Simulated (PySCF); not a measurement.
# Dipole response of Rh(30+) (rhodium, charge +30)

[Ne] 3s2 3p3, high-spin 4S determinant. Calculation: PySCF 2.14, in an even-tempered Gaussian basis (18 s from 4.4 bohr⁻², ratio 2.5; 12 p from 5.7 bohr⁻², ratio 2.5; 5 d from 24 bohr⁻², ratio 2.7; 4 f from 36 bohr⁻², ratio 2.7); the spin-free X2C one-electron Hamiltonian (Gaussian nucleus). Coupled (time-dependent) response in atomic units; α is the mean over directions.

| method | mean α (bohr³) | C₆ (like pair) | S(−4) |
| --- | --- | --- | --- |
| UHF | 0.02328 | 0.002447 | 0.001101 |
| PBE0 | 0.02245 | 0.002351 | 0.001000 |

S(−4) is the Cauchy moment in α(ω) = α(0) + S(−4) ω² + …

α(iu) at PBE0:

```json
{"u (hartree)": "0", "α(iu) (bohr³)": "0.02245"}
{"u (hartree)": "0.600", "α(iu) (bohr³)": "0.02209"}
{"u (hartree)": "1.20", "α(iu) (bohr³)": "0.02112"}
{"u (hartree)": "2.40", "α(iu) (bohr³)": "0.01817"}
{"u (hartree)": "3.60", "α(iu) (bohr³)": "0.01511"}
{"u (hartree)": "4.80", "α(iu) (bohr³)": "0.01257"}
{"u (hartree)": "6.00", "α(iu) (bohr³)": "0.01060"}
{"u (hartree)": "9.00", "α(iu) (bohr³)": "0.007374"}
{"u (hartree)": "12.0", "α(iu) (bohr³)": "0.005515"}
{"u (hartree)": "18.0", "α(iu) (bohr³)": "0.003586"}
{"u (hartree)": "30.0", "α(iu) (bohr³)": "0.002122"}
```

A single London oscillator, α(iu) = α/(1 + u²/ω²), gives C₆ = (3/4) ω α². Matching the computed C₆ needs ω = 4 × 0.002351 / (3 × 0.02245²) = 6.22 hartree.

For an ion, C₆ is the dispersion term alone; charge-induced terms of lower order in 1/R come first.

Spin-orbit coupling is strong in this species (close to jj coupling), so the high-spin LS determinant is a model state, not a physical level.
